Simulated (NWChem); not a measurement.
Species: SiH2O2ClF; SMILES F[Si](O)(O)Cl

```xyz
7

O      0.0141    -1.0195     1.4707
Si    -0.0122    -0.3342    -0.0149
O     -1.3502    -0.8282    -0.8008
F      1.3265    -0.7582    -0.8050
Cl    -0.0125     1.7005     0.0401
H      0.8009    -0.9114     2.0131
H     -1.6670    -1.7145    -0.6005
```
Atoms are numbered in this order, from 1.

Results from NWChem. Pople sets run with spherical d functions. Coordinates come from a PBE0/def2-SVP optimisation. Vertical excitations in the gas phase; the lowest state need not have the same character in each row.

```csv
level,"lowest excitation, singlet (eV)","lowest state with f > 0.02, singlet (eV)",oscillator strength of that bright state,lowest triplet (eV),orbital gap (eV)
"PBE/6-31G*, TDA",7.50,8.45,0.038,7.18,7.35
"B3LYP/6-31G*, TDA",8.21,9.24,0.104,7.77,9.32
"Hartree-Fock/6-31G*, CIS",10.43,10.43,0.033,9.55,17.31
"BHandHLYP/6-31G*, TDA",9.16,9.16,0.023,8.54,12.32
```
